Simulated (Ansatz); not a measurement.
A first, cheap relaxation of `FC1[O][GeH2][SiH2]1`.

```yaml
crystal:
  periodic: [false, false, false]
  atoms:
    - {symbol: F, position_ang: [-1.991200, -0.167200, 1.049600]}
    - {symbol: C, position_ang: [-0.673800, 0.060800, 1.033600]}
    - {symbol: O, position_ang: [-0.043400, -1.187700, 0.899200]}
    - {symbol: Ge, position_ang: [0.946600, -0.949400, -0.643500]}
    - {symbol: Si, position_ang: [-0.144000, 1.012100, -0.510400]}
    - {symbol: H, position_ang: [-0.345200, 0.598200, 1.958900]}
    - {symbol: H, position_ang: [2.431700, -0.887100, -0.414900]}
    - {symbol: H, position_ang: [0.342900, -1.853400, -1.764800]}
    - {symbol: H, position_ang: [-1.223500, 1.200000, -1.433300]}
    - {symbol: H, position_ang: [0.783100, 2.122500, -0.171300]}
basis:
  gaussian: {orbitals: def2-SVP}
hamiltonian: {xc: pbe, dispersion: d4}
relax: {f_tol: 0.03, max_steps: 200}
```

```sh
$ ansatz run in.yaml --threads 4 --pin off --events-out ev --progress --plain --max-ram 10444MiB
```

Shortened log:

```
Functional definition: PBE
mean field -70244.13020687 eV, -2581.4241719210 hartree, gradient 4.5e-5 eV, S^2 0.000000; 0 other end points of the search recorded, 0 dependent functions left out
relax step   1: F+E_penalty+E_count = -70244.37114004 eV  Δ(F+E_penalty+E_count) = +0.000e0 eV  max|allowed force component| = 2.010e0 eV/Å  Δτ_max = 0.0000 Å  (28 SCF iters, accepted)
mean field -70244.60306776 eV, -2581.4415492381 hartree, gradient 4.6e-6 eV, S^2 0.000000; 0 other end points of the search recorded, 0 dependent functions left out
relax step   2: F+E_penalty+E_count = -70244.83890173 eV  Δ(F+E_penalty+E_count) = -4.678e-1 eV  max|allowed force component| = 8.998e-1 eV/Å  Δτ_max = 0.1963 Å  (30 SCF iters, accepted)
mean field -70244.69445692 eV, -2581.4449077280 hartree, gradient 1.5e-5 eV, S^2 0.000000; 0 other end points of the search recorded, 0 dependent functions left out
relax step   3: F+E_penalty+E_count = -70244.92759626 eV  Δ(F+E_penalty+E_count) = -8.869e-2 eV  max|allowed force component| = 4.514e-1 eV/Å  Δτ_max = 0.1286 Å  (30 SCF iters, accepted)
mean field -70244.70565102 eV, -2581.4453191035 hartree, gradient 1.0e-5 eV, S^2 0.000000; 0 other end points of the search recorded, 0 dependent functions left out
relax step   4: F+E_penalty+E_count = -70244.93876389 eV  Δ(F+E_penalty+E_count) = -1.117e-2 eV  max|allowed force component| = 2.890e-1 eV/Å  Δτ_max = 0.0381 Å  (29 SCF iters, accepted)
mean field -70244.72290857 eV, -2581.4459533065 hartree, gradient 9.6e-6 eV, S^2 0.000000; 0 other end points of the search recorded, 0 dependent functions left out
relax step   5: F+E_penalty+E_count = -70244.95630591 eV  Δ(F+E_penalty+E_count) = -1.754e-2 eV  max|allowed force component| = 2.811e-1 eV/Å  Δτ_max = 0.1200 Å  (29 SCF iters, accepted)
mean field -70244.73463485 eV, -2581.4463842396 hartree, gradient 5.5e-6 eV, S^2 0.000000; 0 other end points of the search recorded, 0 dependent functions left out
relax step   6: F+E_penalty+E_count = -70244.96862658 eV  Δ(F+E_penalty+E_count) = -1.232e-2 eV  max|allowed force component| = 3.399e-1 eV/Å  Δτ_max = 0.1064 Å  (30 SCF iters, accepted)
mean field -70244.74542016 eV, -2581.4467805923 hartree, gradient 5.8e-6 eV, S^2 0.000000; 0 other end points of the search recorded, 0 dependent functions left out
relax step   7: F+E_penalty+E_count = -70244.98018975 eV  Δ(F+E_penalty+E_count) = -1.156e-2 eV  max|allowed force component| = 3.251e-1 eV/Å  Δτ_max = 0.1130 Å  (30 SCF iters, accepted)
mean field -70244.74967999 eV, -2581.4469371381 hartree, gradient 1.2e-5 eV, S^2 0.000000; 0 other end points of the search recorded, 0 dependent functions left out
relax step   8: F+E_penalty+E_count = -70244.98511891 eV  Δ(F+E_penalty+E_count) = -4.929e-3 eV  max|allowed force component| = 2.264e-1 eV/Å  Δτ_max = 0.0722 Å  (29 SCF iters, accepted)
mean field -70244.74859725 eV, -2581.4468973482 hartree, gradient 1.1e-5 eV, S^2 0.000000; 0 other end points of the search recorded, 0 dependent functions left out
relax step   9: F+E_penalty+E_count = -70244.98465802 eV  Δ(F+E_penalty+E_count) = +4.609e-4 eV  max|allowed force component| = 9.889e-2 eV/Å  Δτ_max = 0.0581 Å  (29 SCF iters, rejected (line search))
mean field -70244.74805513 eV, -2581.4468774258 hartree, gradient 2.7e-5 eV, S^2 0.000000; 0 other end points of the search recorded, 0 dependent functions left out
relax step  10: F+E_penalty+E_count = -70244.98371268 eV  Δ(F+E_penalty+E_count) = +1.406e-3 eV  max|allowed force component| = 2.303e-1 eV/Å  Δτ_max = 0.0291 Å  (29 SCF iters, rejected (line search))
mean field -70244.75178769 eV, -2581.4470145947 hartree, gradient 2.7e-5 eV, S^2 0.000000; 0 other end points of the search recorded, 0 dependent functions left out
relax step  11: F+E_penalty+E_count = -70244.98734778 eV  Δ(F+E_penalty+E_count) = -2.229e-3 eV  max|allowed force component| = 1.927e-2 eV/Å  Δτ_max = 0.0141 Å  (30 SCF iters, accepted)
mean field -70244.75178769 eV, -2581.4470145947 hartree, gradient 2.7e-5 eV, S^2 0.000000; 1 other end points of the search recorded, 0 dependent functions left out
Total energy: -70244.98738371 eV, -2581.4556725886 hartree
Atom 0 at    -1.916914    -0.497987     0.789760 Å, force    -0.011542    -0.015186     0.001421 eV/Å
Atom 1 at    -0.655063     0.065081     1.064366 Å, force    -0.000879     0.010376     0.019273 eV/Å
Atom 2 at     0.333572    -0.914897     1.061122 Å, force     0.001087     0.011073    -0.017976 eV/Å
Atom 3 at     0.923320    -0.970587    -0.720734 Å, force    -0.004989     0.006692     0.016925 eV/Å
Atom 4 at    -0.170755     1.146497    -0.494736 Å, force     0.011931    -0.004602    -0.007137 eV/Å
Atom 5 at    -0.723094     0.526119     2.076801 Å, force     0.003897    -0.007795    -0.016373 eV/Å
Atom 6 at     2.466999    -1.138100    -0.690218 Å, force     0.001657     0.000657    -0.001106 eV/Å
Atom 7 at     0.283573    -2.167068    -1.479531 Å, force    -0.002104     0.005132     0.002791 eV/Å
Atom 8 at    -1.255841     1.639927    -1.411441 Å, force    -0.006108     0.001346     0.000498 eV/Å
Atom 9 at     0.797403     2.259815    -0.192290 Å, force     0.007050    -0.007693     0.001683 eV/Å
Dipole moment:     0.243469     0.280458    -0.310881 e Å
```

Run time 15 s (4 threads of an Arm Neoverse V2 on a shared host); peak host memory 0.19 GiB.
